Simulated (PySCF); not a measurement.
Vertical excitations of a molecule CH4ClFOSi from TDA-PBE/def2-SVPD in PySCF, as energy in eV (oscillator strength): 7.16 (0.021), 7.30 (0.058), 7.88 (0.038), 8.06 (0.027), 8.08 (0.030), 8.23 (0.055), 8.44 (0.011), 8.57 (0.013), 8.60 (0.025), 8.66 (0.030). Lowest triplet (TDA): 6.97 eV. Geometry: B3LYP-D3(BJ)/def2-SVP. One conformer was computed; it need not be the lowest.

Q: Pick the molecule that these values belong to.
(A) C[Si](O)(F)Cl
(B) O[Si@@H](Cl)CF
(C) OC[Si@@H](F)Cl
(D) CO[Si@H](F)Cl

A: A, C[Si](O)(F)Cl
